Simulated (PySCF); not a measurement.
Computed IR spectrum (relative IR intensity) of a molecule C6H5O, multiplicity 2. Coordinates come from a PBE-D3(BJ)/def2-SVP optimisation. One conformer was computed; it need not be the lowest. All values below come from PBE-D3(BJ)/def2-SVP in PySCF 2.14.0. Frequencies are harmonic and unscaled.

Lines under 2 % of the strongest are left out, and lines within 2 cm⁻¹ are merged.

ν (cm⁻¹): 386 (s), 401 (w), 601 (vw), 645 (m), 714 (m), 803 (w), 807 (w), 828 (w), 1026 (w), 1051 (w), 1123 (w), 1143 (vs), 1213 (vw), 1281 (s), 1368 (m), 1423 (m), 1471 (s), 1560 (w), 1624 (s), 3095 (w), 3111 (w), 3128 (vw), 3698 (m) (against the strongest line: vs over 80 %, s over 45 %, m over 15 %, w over 4 %, vw less)

Pick the molecule that these values belong to.
(A) Oc1c[c]ccc1
(B) [O]c1ccccc1
(C) Oc1[c]cccc1
(D) Oc1cc[c]cc1

A, Oc1c[c]ccc1
